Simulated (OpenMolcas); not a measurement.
## O+: effect of the basis set

- Program: OpenMolcas
- Method: SS-CASPT2, IPEA 0.25 Eh, imaginary shift 0.1 Eh (closed shells correlated: 1s)
- Active space: 5 electrons in 4 orbitals (2s 2p)
- State averaging: 2S+1 = 4 odd, 1 root; 2S+1 = 2 odd, 8 roots; 2S+1 = 4 even, 3 roots; 2S+1 = 2 even, 9 roots
- Spin-orbit coupling: state interaction with AMFI integrals over the reference wave functions, term energies averaged over their components

A. ANO-R1 [3s2p1d], X2C, finite nucleus; CASPT2 step about 1.2 core-seconds
B. ANO-RCC-VTZP [4s3p2d1f], DKH2, point nucleus; CASPT2 step roughly 2.2 core-seconds
C. ANO-L-VTZP [4s3p2d1f], non-relativistic, point nucleus; CASPT2 step about 2.1 core-seconds
D. ANO-R2 [4s4p2d1f], X2C, finite nucleus; CASPT2 step about 2 core-seconds
E. ANO-R3 [4s4p2d1f], X2C, finite nucleus; CASPT2 step about 2.3 core-seconds
F. ANO-RCC-VQZP [5s4p3d2f1g], DKH2, point nucleus; CASPT2 step roughly 2.7 core-seconds

Energies in cm-1 above 2s2 2p3 4S* 3/2, the measured ground level; measured values from NIST Handbook of Basic Atomic Spectroscopic Data.

| Level | A | B | C | D | E | F | Measured |
| --- | --- | --- | --- | --- | --- | --- | --- |
| 2s2 2p3 4S* 3/2 | 0.0 | 0.0 | 0.0 | 0.0 | 0.0 | 0.0 | 0.0 |
| 2s2 2p3 2D* 3/2 | 28790 | 27630 | 27690 | 27490 | 27490 | 27170 | 26831 |
| 2s2 2p3 2D* 5/2 | 28790 | 27630 | 27690 | 27500 | 27500 | 27180 | 26811 |
| 2s2 2p3 2P* 3/2 | 42330 | 41080 | 41230 | 40910 | 40910 | 40560 | 40468 |
| 2s2 2p3 2P* 1/2 | 42330 | 41080 | 41230 | 40910 | 40910 | 40560 | 40470 |
| 2s 2p4 4P 5/2 | 120110 | 120530 | 120260 | 120420 | 120420 | 120220 | 119837 |
| 2s 2p4 4P 3/2 | 120260 | 120680 | 120410 | 120570 | 120570 | 120370 | 120000 |
| 2s 2p4 4P 1/2 | 120350 | 120770 | 120490 | 120660 | 120660 | 120460 | 120083 |
| 2s 2p4 2D 3/2 | 170470 | 168960 | 168650 | 168550 | 168560 | 167900 | 165996 |
| 2s 2p4 2D 5/2 | 170470 | 168960 | 168650 | 168550 | 168560 | 167910 | 165988 |
| 2s 2p4 2S 1/2 | 202510 | 200570 | 200530 | 199980 | 199980 | 199190 | 195710 |
| 2s 2p4 2P 3/2 | 222560 | 220280 | 220000 | 219510 | 219510 | 218890 | 212594 |
| 2s 2p4 2P 1/2 | 222740 | 220460 | 220180 | 219690 | 219690 | 219070 | 212762 |

Deviations, from unrounded energies. A percentage is the sum of absolute deviations over the sum of measured energies, with the sign that they share, or ± where signs differ.

| Against measurement | Levels | A | B | C | D | E | F |
| --- | --- | --- | --- | --- | --- | --- | --- |
| mean absolute deviation (cm-1) | 12 | 3700 | 2600 | 2500 | 2300 | 2300 | 1800 |
| other terms of the ground configuration (%) | 4 | +5.7 | +2.1 | +2.4 | +1.7 | +1.7 | +0.7 |
| other configurations (%) | 8 | +2.8 | +2.2 | +2.0 | +1.9 | +1.9 | +1.6 |

F lies closest to measurement on these levels and A furthest from it. The largest miss of F in the table is 2s 2p4 2P 1/2, by +6300 cm-1. The ranking rests on the paired levels alone, and a cruder setting can come out closer through cancelling errors.

Among A to F the level of the table that moves most is 2s 2p4 2P 3/2, by 3700 cm-1 (lowest in F, highest in A). Moves below CASPT2's spread within the term are not significant.

Term energies are means over components that CASPT2 splits; among the terms shown or strongly mixed into the levels shown the widest spread is 350 cm-1 (2s 2p4 2D, C). Computed and measured levels are paired by configuration, term and J; levels that our copy of the source lacks, or whose pairing is in doubt (as where it misses far off the trend of its configuration), stay unpaired and out of the deviations. Only configurations of the active space appear.

* marks odd parity.
